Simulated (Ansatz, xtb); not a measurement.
**Ligand exchange: C3H5Cl + HI → C3H6 + ICl**

Species: C3H5Cl `C/C=C/Cl`, singlet; HI (hydrogen iodide), singlet; C3H6 (propene) `C=CC`, singlet; ICl (iodine monochloride), singlet. The partners trade Cl for H: C–Cl and I–H bonds give way to C–H and I–Cl.

Shapes, held fixed at every level: PBE0-D4/def2-TZVP. Programs: Ansatz 0.2.0, xtb 6.7.1. The zero-point and thermal change to 298 K, harmonic and unscaled (PBE0-D4/def2-TZVP), is +9.6 kJ/mol.

Problem. Estimate ΔH(298 K) of this reaction.

Solution. The highest level, CCSD(T)/def2-TZVPP, gives ΔH(298 K) = +37.3 kJ/mol; the levels span +21.7 to +37.3. The column of differences is taken from that level and isn't an error. No measured value is set beside it here. For atoms past krypton def2 sets carry core potentials with scalar relativity. Correlated rows may include outer-core shells of I, which these sets cover unevenly.

| level | kind | ΔH(298 K) (kJ/mol) | less CCSD(T)/def2-TZVPP |
| --- | --- | --- | --- |
| GFN2-xTB | semi-empirical | +31.5 | -5.8 |
| HF/def2-SVP | Hartree–Fock | +34.9 | -2.4 |
| HF/def2-TZVPP | Hartree–Fock | +25.7 | -11.6 |
| PBE-D4/def2-TZVPP | GGA | +28.2 | -9.1 |
| r2SCAN-D4/def2-TZVPP | meta-GGA | +33.6 | -3.7 |
| B3LYP-D4/def2-TZVPP | global hybrid | +21.7 | -15.6 |
| wB97X-V/def2-TZVPP | range-separated hybrid | +31.0 | -6.3 |
| B2PLYP/def2-TZVPP | double hybrid | +28.3 | -9.0 |
| CCSD(T)/def2-TZVPP | coupled cluster or CI | +37.3 | 0.0 |
